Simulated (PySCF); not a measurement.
PySCF input for C4H10OSi, SMILES C/C=C/OC[SiH3], PBE/pcSseg-1. Geometry: PBE0-D3(BJ)/def2-SVP. The structure was generated by enumeration; whether it is a known compound was not checked. Other conformers were not sampled.

```python
import numpy as np
from pyscf import gto, scf, dft
from pyscf.prop.nmr import rks as nmr

mol = gto.M(
    atom='''
    C     3.61759404   -0.36111398   -0.41448201
    C     2.27975537   -0.32092218    0.24463753
    C     1.14131522   -0.05086067   -0.39864499
    O    -0.05794736   -0.00794122    0.22692405
    C    -1.18311922    0.20874824   -0.59067812
    Si   -2.72538309    0.24009854    0.51317479
    H     4.09732723   -1.34803651   -0.30038522
    H     4.31028903    0.37628333    0.02566990
    H     3.54627306   -0.14817476   -1.49220028
    H     2.21832006   -0.52064270    1.32004894
    H     1.11917484    0.15856731   -1.47758969
    H    -1.10281046    1.16683406   -1.14203658
    H    -1.28901928   -0.58928345   -1.35222612
    H    -2.87611724   -1.06386487    1.22201923
    H    -3.91772289    0.47149087   -0.35941569
    H    -2.62004456    1.34386864    1.51128175
    ''',
    basis='pcSseg-1',
    charge=0,
    spin=0,
    max_memory=1600,
    verbose=3,
)
mf = dft.RKS(mol, xc='pbe')
mf.grids.level = 3
mf.conv_tol = 1e-10
mf.max_cycle = 100
mf.kernel()
n = nmr.NMR(mf)
n.verbose = 2
n.max_cycle_cphf = 60
sigma = n.kernel()
print('atom   isotropic/ppm   span/ppm')
for i, s in enumerate(sigma):
    w = np.linalg.eigvalsh((s + s.T) / 2)
    print(f'{mol.atom_symbol(i):2s}{i + 1:3d} {w.mean():14.3f} {w[2] - w[0]:11.3f}')
```

It prints:

```
converged SCF energy = -522.627243289863
atom   isotropic/ppm   span/ppm
C   1        163.923      32.140
C   2         76.981     165.178
C   3         25.526     134.204
O   4        229.032     140.941
C   5        120.163     108.687
Si  6        406.798      75.127
H   7         29.410      10.457
H   8         29.405      10.498
H   9         29.836       7.428
H  10         26.303       5.854
H  11         25.316       6.272
H  12         27.565       8.147
H  13         27.574       8.244
H  14         27.145       7.586
H  15         27.375       7.727
H  16         27.148       7.563
```

The calculation finished and met its thresholds.
